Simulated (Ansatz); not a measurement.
Steps of a relaxation of AsBH5N (`B[AsH]N`) with RKS PBE0-D4/def2-TZVP.

```sh
$ ansatz run in.yaml --threads 2 --pin off --events-out ev --progress --plain --max-ram 4352MiB
```

```yaml
crystal:
  periodic: [false, false, false]
  atoms:
    - {symbol: B, position_ang: [-0.917355, 0.664590, -0.956113]}
    - {symbol: As, position_ang: [0.714829, 0.651534, 0.157314]}
    - {symbol: N, position_ang: [0.895854, -1.061206, 0.913033]}
    - {symbol: H, position_ang: [-1.241958, -0.313818, -1.602377]}
    - {symbol: H, position_ang: [-1.480986, 1.728722, -1.121918]}
    - {symbol: H, position_ang: [0.191154, 1.427060, 1.372770]}
    - {symbol: H, position_ang: [1.783857, -1.467245, 0.591728]}
    - {symbol: H, position_ang: [0.146905, -1.686838, 0.589763]}
basis:
  gaussian: {orbitals: def2-TZVP}
hamiltonian: {xc: pbe0, dispersion: d4}
relax: {f_tol: 0.005, max_steps: 150}
```

Positions (Å) and forces (eV/Å) along the path, 7 of 7 steps:

```xyz
8
step=1 energy=-63078.9235 eV
B    -0.917    0.665   -0.956   -0.241    0.009   -0.264
As    0.715    0.652    0.157   -0.096   -0.135    0.301
N     0.896   -1.061    0.913    0.024   -0.308   -0.598
H    -1.242   -0.314   -1.602    0.105    0.386    0.278
H    -1.481    1.729   -1.122    0.228   -0.425    0.059
H     0.191    1.427    1.373    0.082   -0.212   -0.219
H     1.784   -1.467    0.592   -0.550    0.279    0.215
H     0.147   -1.687    0.590    0.446    0.407    0.227
8
step=2 energy=-63078.9510 eV
B    -0.907    0.660   -0.955   -0.105    0.023   -0.095
As    0.723    0.658    0.154   -0.005   -0.099    0.168
N     0.890   -1.046    0.901    0.045   -0.098   -0.311
H    -1.241   -0.313   -1.575    0.035    0.109    0.086
H    -1.464    1.709   -1.123    0.059   -0.119    0.009
H     0.183    1.389    1.371   -0.002    0.012   -0.062
H     1.765   -1.454    0.584   -0.144    0.060    0.105
H     0.142   -1.660    0.587    0.116    0.112    0.101
8
step=3 energy=-63078.9555 eV
B    -0.904    0.663   -0.952    0.014   -0.005    0.007
As    0.721    0.658    0.163    0.044   -0.083    0.009
N     0.894   -1.049    0.887   -0.021    0.080   -0.088
H    -1.241   -0.310   -1.556   -0.012   -0.034   -0.016
H    -1.454    1.706   -1.132   -0.014    0.037   -0.003
H     0.168    1.395    1.366   -0.015    0.002    0.040
H     1.765   -1.459    0.579    0.045    0.011    0.020
H     0.145   -1.660    0.590   -0.042   -0.008    0.030
8
step=4 energy=-63078.9565 eV
B    -0.903    0.664   -0.955    0.004   -0.004    0.019
As    0.722    0.658    0.161    0.028   -0.011    0.002
N     0.895   -1.046    0.881   -0.009    0.008   -0.045
H    -1.244   -0.311   -1.554   -0.008   -0.024   -0.019
H    -1.452    1.708   -1.133   -0.011    0.028   -0.006
H     0.165    1.388    1.368   -0.011    0.009    0.015
H     1.767   -1.458    0.580    0.026    0.002    0.013
H     0.143   -1.660    0.597   -0.021   -0.007    0.021
8
step=5 energy=-63078.9569 eV
B    -0.905    0.665   -0.954    0.018    0.005   -0.025
As    0.722    0.658    0.160   -0.004    0.009    0.006
N     0.898   -1.045    0.874   -0.003   -0.027   -0.002
H    -1.245   -0.309   -1.557   -0.010   -0.003    0.005
H    -1.450    1.711   -1.136   -0.010    0.001    0.008
H     0.160    1.384    1.369    0.001    0.003    0.000
H     1.771   -1.459    0.579   -0.002    0.002    0.002
H     0.142   -1.662    0.610    0.010    0.010    0.006
8
step=6 energy=-63078.9570 eV
B    -0.904    0.665   -0.957   -0.003   -0.001    0.001
As    0.721    0.657    0.161    0.005    0.004    0.002
N     0.899   -1.045    0.874    0.005    0.005    0.000
H    -1.247   -0.308   -1.559    0.000    0.000   -0.002
H    -1.451    1.712   -1.135    0.001   -0.001    0.002
H     0.160    1.384    1.369   -0.001   -0.002   -0.004
H     1.771   -1.460    0.577   -0.005    0.001    0.000
H     0.142   -1.663    0.614   -0.003   -0.006    0.000
8
step=7 energy=-63078.9570 eV
B    -0.903    0.665   -0.957   -0.001    0.001   -0.004
As    0.722    0.657    0.160   -0.001    0.004    0.001
N     0.900   -1.045    0.875    0.004   -0.003    0.000
H    -1.244   -0.307   -1.563    0.000   -0.002    0.002
H    -1.453    1.711   -1.132    0.000    0.001    0.000
H     0.159    1.384    1.369    0.001   -0.003   -0.001
H     1.770   -1.461    0.573    0.002    0.001    0.002
H     0.141   -1.662    0.619   -0.005    0.001   -0.001
```

Run time 18 s (2 threads of an Arm Neoverse V2 on a shared host); peak host memory 0.29 GiB.
